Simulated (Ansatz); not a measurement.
Relaxation of a periodic cell of 13 atoms, Mg$_{12}$Cu (host Mg, host structure hcp, interstitial Cu), to a largest force component of 0.03 eV/Å in at most 60 steps.

Computed with Ansatz, DFT PBEsol, scalar-relativistic, plane waves, PAW. Settings: cutoff 420 eV, k mesh 3x2x3, gaussian smearing 0.1 eV, no spin polarisation.

```xyz
13
Lattice="6.4200 0.0000 0.0000 -4.8150 8.3398 0.0000 0.0000 0.0000 5.2130" Properties=species:S:1:pos:R:3
Mg 0.000 0.000 0.000
Mg 0.000 1.853 2.607
Mg -1.605 2.780 0.000
Mg -1.605 4.633 2.607
Mg -3.210 5.560 0.000
Mg -3.210 7.413 2.607
Mg 3.210 0.000 0.000
Mg 3.210 1.853 2.607
Mg 1.605 2.780 0.000
Mg 1.605 4.633 2.607
Mg 0.000 5.560 0.000
Mg 0.000 7.413 2.607
Cu 1.585 0.879 3.879
```

Problem. Where does it end, and by what steps?

Solution. It converged. Limits of this set-up: coarse k mesh. After 4 steps the energy has fallen by 0.901 eV; Mg2 moved furthest, 0.23 Å.

```json
{"step": "0", "energy less start (eV)": "0.0000", "largest force component (eV/Å)": "1.719", "accepted": "yes"}
{"step": "1", "energy less start (eV)": "-0.6848", "largest force component (eV/Å)": "0.778", "accepted": "yes"}
{"step": "2", "energy less start (eV)": "-0.8888", "largest force component (eV/Å)": "0.136", "accepted": "yes"}
{"step": "3", "energy less start (eV)": "-0.8939", "largest force component (eV/Å)": "0.084", "accepted": "yes"}
{"step": "4", "energy less start (eV)": "-0.9005", "largest force component (eV/Å)": "0.020", "accepted": "yes"}
```

```xyz
13
Lattice="6.4200 0.0000 0.0000 -4.8150 8.3398 0.0000 0.0000 0.0000 5.2130" Properties=species:S:1:pos:R:3
Mg -0.104 -0.095 0.178
Mg -0.094 1.993 2.453
Mg -1.591 2.756 -0.135
Mg -1.592 4.644 2.560
Mg -3.195 5.540 -0.049
Mg -3.182 7.202 2.529
Mg 3.298 -0.124 0.155
Mg 3.308 1.952 2.450
Mg 1.584 2.955 0.051
Mg 1.585 4.648 2.634
Mg -0.014 5.544 0.043
Mg -0.009 7.442 2.753
Cu 1.592 0.900 3.894
```

Whether the end is a true minimum wasn't checked by a vibrational analysis.

Time of the run: 35 s on 2 threads of Arm Neoverse V2, on a shared host, peak memory 0.64 GiB.
